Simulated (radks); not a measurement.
Q: All-electron atom: Sb0.5+ in [Kr] 4d10 5p(up 1.5, down 1.5) 5s(up 0.75, down 0.75) (fractional occupations, a model configuration). Calculated with a radial shooting solver on a logarithmic mesh with Libxc functionals: scalar-relativistic Kohn-Sham, BLYP, spin-polarised, spherical densities, finite nucleus; Fermi nuclear charge, rms radius 4.6802 fm. Some entries of the table are withheld. Estimate them.

orbital  occ.  eigenvalue (hartree)  <r^2> (bohr^2)
1s          2             -1113.985        0.001094
2s          2                   (1)             (2)
2p          6                   (3)         0.01401
3s          2             -33.39060             (4)
3p          6             -27.74773          0.1254
3d         10             -19.13104          0.1106
4s          2              -5.63494          0.7069
4p          6              -3.90646          0.8290
4d         10                   (5)           1.251
5s        1.5              -0.62141           5.381
5p          3              -0.31080             (6)

A: 
(1) 2s eigenvalue (hartree): -169.6642
(2) 2s <r^2> (bohr^2): 0.01773
(3) 2p eigenvalue (hartree): -152.3528
(4) 3s <r^2> (bohr^2): 0.1250
(5) 4d eigenvalue (hartree): -1.39774
(6) 5p <r^2> (bohr^2): 8.790
